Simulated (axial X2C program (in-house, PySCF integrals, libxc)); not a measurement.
## AuF: cheaper levels and CCSD(T), 2c

Computed with an in-house relativistic program for diatomic molecules. Two-component (2c) means X2C with spin–orbit coupling and atomic mean-field two-electron Coulomb and Gaunt terms. Basis: Au dyall-cv3z [13s14p9d6f4g], F dyall-av3z [7s6p3d2f] (cores contracted in-house); Gaussian nuclei, density fitting, unrestricted open shells. Masses: Au 196.967 u, F 18.998 u.

State: Ω = 0 (closed shell); fragments Au + F.

| level | Re (Å) | ωe (cm⁻¹) | De (eV) |
| --- | --- | --- | --- |
| PBE0 | 1.921 | 556.9 | 2.93 |
| HF | 1.966 | 525.4 | 1.14 |
| MP2 | 1.916 | 570.3 | 3.10 |
| CCSD | 1.932 | 555.4 | 2.78 |
| PW91 | 1.929 | 543.1 | 3.43 |
| B3LYP | 1.936 | 542.1 | 2.97 |
| PBEsol | 1.905 | 569.9 | 3.71 |

Correlated methods: 18 electrons correlated (number of frozen shells: Au 5 s, 4 p, 2 d, 1 f; F 1 s), 286 virtual spin orbitals or spinors in MP2, 140 natural virtuals in coupled cluster.

CCSD(T), same Hamiltonian and basis:

Re = 1.933 Å, ωe = 552.0 cm⁻¹, De = 2.91 eV; T1 = 0.026 (Lee–Taylor normalisation).

(1) Give the differences from CCSD(T) in the columns below.

The state is one determinant whose occupation by symmetry is held fixed; it was picked as the lowest of a PBE0 search that is not exhaustive. The closed shell is kept restricted, so the energy runs too high when the bond is stretched far. Dissociation energies refer to the lowest single-determinant-based atoms at the same level and basis. CCSD and (T) use frozen natural virtuals with an MP2 correction for the truncation; (T) itself is uncorrected, so its De runs slightly low. In 2c an atomic determinant is not the ground J level, so De misses part of the atomic spin–orbit lowering. This holds for PBE0, PW91, B3LYP, PBEsol. Without a current term, density functionals place determinants with orbital angular momentum somewhat too high. The T1 diagnostic is large, a sign of multireference character.

Results:

(1) 

```tsv
level	ΔRe (Å)	Δωe (cm⁻¹)	ΔDe (eV)
PBE0	-0.012	5	0.02
HF	0.033	-27	-1.77
MP2	-0.017	18	0.19
CCSD	-0.001	3	-0.13
PW91	-0.004	-9	0.52
B3LYP	0.003	-10	0.06
PBEsol	-0.028	18	0.80
```
